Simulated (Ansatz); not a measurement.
CH₂BiF₃⁺, that is BiH2(CF3) with one electron fewer. The state is a doublet with charge 1. Geometry r2SCAN-D4/def2-SVP, that of the neutral singlet.

```xyz
7

Bi   -0.3915   -1.5161   -0.2651
H     1.2870   -1.5240   -0.9110
H     0.2532   -1.6719    1.4065
C    -0.2865    0.8089   -0.0773
F     0.8053    1.2592    0.5541
F    -1.3600    1.2712    0.5935
F    -0.3076    1.3726   -1.3006
```

In the def2 sets Bi takes a core potential; there is no spin–orbit coupling.

Task: Estimate the α-spin orbital energies around the gap (eV) in Ansatz with PBE-D4/def2-TZVP, r2SCAN-D4/def2-TZVP, PBE0-D4/def2-TZVP.

Result: 
| orbital | PBE-D4/def2-TZVP | r2SCAN-D4/def2-TZVP | PBE0-D4/def2-TZVP |
| --- | --- | --- | --- |
| HOMO−5 | -16.01 | -16.52 | -18.06 |
| HOMO−4 | -15.88 | -16.39 | -17.93 |
| HOMO−3 | -15.21 | -15.75 | -17.33 |
| HOMO−2 | -14.39 | -14.77 | -15.75 |
| HOMO−1 | -13.95 | -14.34 | -15.39 |
| HOMO | -13.64 | -14.10 | -14.97 |
| LUMO | -8.18 | -8.07 | -7.49 |
| LUMO+1 | -7.06 | -6.87 | -6.35 |
| LUMO+2 | -6.32 | -5.95 | -5.54 |
| LUMO+3 | -3.93 | -3.46 | -2.83 |
| LUMO+4 | -3.91 | -3.43 | -2.79 |
| LUMO+5 | -2.29 | -1.49 | -1.58 |
| β HOMO | -13.61 | -13.88 | -14.71 |
| β LUMO | -12.90 | -12.84 | -12.26 |
